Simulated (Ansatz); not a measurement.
Reaction (ligand exchange at the As–C bond): `[SiH3]C[AsH2]` + CH₃SH → `CS[AsH2]` + `C[SiH3]`

Gas-phase electronic energies from Ansatz, PBE0-D4/def2-TZVP geometries. CCSD(T)/CBS adds triple-zeta CCSD(T) − MP2 to the extrapolated MP2 energy (def2 sets, frozen cores). This one scheme is used for every species. Functionals use def2-TZVPP. B3LYP here is the variant with VWN-RPA as its local correlation; programs differ in this. For As outer-core shells are correlated without core-valence functions, which leaves a few kJ/mol of doubt a bond. Scalar relativity is left out up to krypton.

```tsv
species	B3LYP-D4 energy (Eh)
`[SiH3]C[AsH2]`	-2567.78129
CH₃SH	-438.75655
`CS[AsH2]`	-2675.28949
`C[SiH3]`	-331.26810
```

Q: Work out ΔE.

A: ΔE = (-2675.28949) + (-331.26810) − (-2567.78129) − (-438.75655) = -0.01975 Eh = -12.4 kcal/mol. CCSD(T)/CBS gives -10.6 kcal/mol.

Largest T1 diagnostic among the species: 0.011.

From BLYP to BHLYP (50 % exact exchange), in def2-TZVPP and without D4, ΔE moves by +1.2 kcal/mol. In def2-TZVPP, CCSD(T) changes the Hartree–Fock value by +2.1 kcal/mol (the triples alone add −0.1 kcal/mol) and MP2 by +1.7 kcal/mol.
